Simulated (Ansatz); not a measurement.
Stepwise reaction of `C[SiH](Br)Br` with ammonia, as a gas-phase model of exchange steps in deposition or etching. ΔE in kJ/mol; ΔG adds harmonic PBE0-D4 terms to CCSD(T)/CBS, at 1 bar.

Isolated molecules relaxed with PBE0-D4/def2-TZVP in Ansatz; ΔE leaves out vibrations. CCSD(T)/CBS is the MP2 limit (def2-TZVPP, def2-QZVPP) plus CCSD(T) − MP2 in def2-TZVPP, frozen cores. This one scheme is used for every species. Functionals use def2-TZVPP. B3LYP here is the variant with VWN-RPA as its local correlation; programs differ in this. For Br outer-core shells are correlated without core-valence functions, which leaves a few kJ/mol of doubt a bond. Scalar relativity is left out up to krypton. Each species was taken in one conformer, which may not be the lowest.

| step | reaction | PBE-D4 | B3LYP-D4 | ωB97M-V | CCSD(T)/CBS | ΔG(600 K) |
| --- | --- | --- | --- | --- | --- | --- |
| 1 | `C[SiH](Br)Br` + NH₃ → `C[SiH](N)Br` + HBr | 37.6 | 31.9 | 33.0 | 37.1 | 29.7 |

**Question.** Give the row of step 2, `C[SiH](N)Br` + NH₃ → `C[SiH](N)N` + HBr. (Best estimate.)

**Answer.** Computed: 
| step | reaction | PBE-D4 | B3LYP-D4 | ωB97M-V | CCSD(T)/CBS | ΔG(600 K) |
| --- | --- | --- | --- | --- | --- | --- |
| 2 | `C[SiH](N)Br` + NH₃ → `C[SiH](N)N` + HBr | 57.7 | 51.6 | 52.6 | 54.1 | 45.4 |

**Question.** By hand: ΔE of the 2 steps together at CCSD(T)/CBS.

**Answer.** (37.1) + (54.1) = 91.2 kJ/mol, or 45.6 kJ/mol a step.

In ΔE each step is higher than the one before. All are uphill at CCSD(T)/CBS. ΔG lies between 29.7 and 45.4 kJ/mol a step. PBE-D4 differs from CCSD(T)/CBS by 0.5 to 3.6 kJ/mol a step. Isolated molecules leave out the surface, adducts and barriers. Largest T1 diagnostic: 0.009.
